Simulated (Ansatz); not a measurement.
`C[SiH](N)[InH2]` + HBr → `C[SiH](N)Br` + `[InH3]`  (cleavage of the Si–In bond)

Isolated molecules relaxed with PBE0-D4/def2-TZVP in Ansatz; ΔE leaves out vibrations. CCSD(T)/CBS is the MP2 limit (def2-TZVPP, def2-QZVPP) plus CCSD(T) − MP2 in def2-TZVPP, frozen cores. def2 core potentials past Kr. For Br, In outer-core shells are correlated without core-valence functions, which leaves a few kJ/mol of doubt a bond. Scalar relativity is left out up to krypton. Each species was taken in one conformer, which may not be the lowest.

```csv
species,CCSD(T)/CBS(def2) energy (Eh)
`C[SiH](N)[InH2]`,-576.47602
HBr,-2573.91920
`C[SiH](N)Br`,-2958.86440
`[InH3]`,-191.56739
```

Task: Work out ΔE.

Result: ΔE = (-2958.86440) + (-191.56739) − (-576.47602) − (-2573.91920) = -0.03657 Eh = -96.0 kJ/mol.

Largest T1 diagnostic among the species: 0.014.

From BLYP to BHLYP (50 % exact exchange), in def2-TZVPP and without D4, ΔE moves by −14.2 kJ/mol. At CCSD(T), def2-SVP lies +4.2 kJ/mol from the extrapolated value and def2-TZVPP +1.0 kJ/mol.
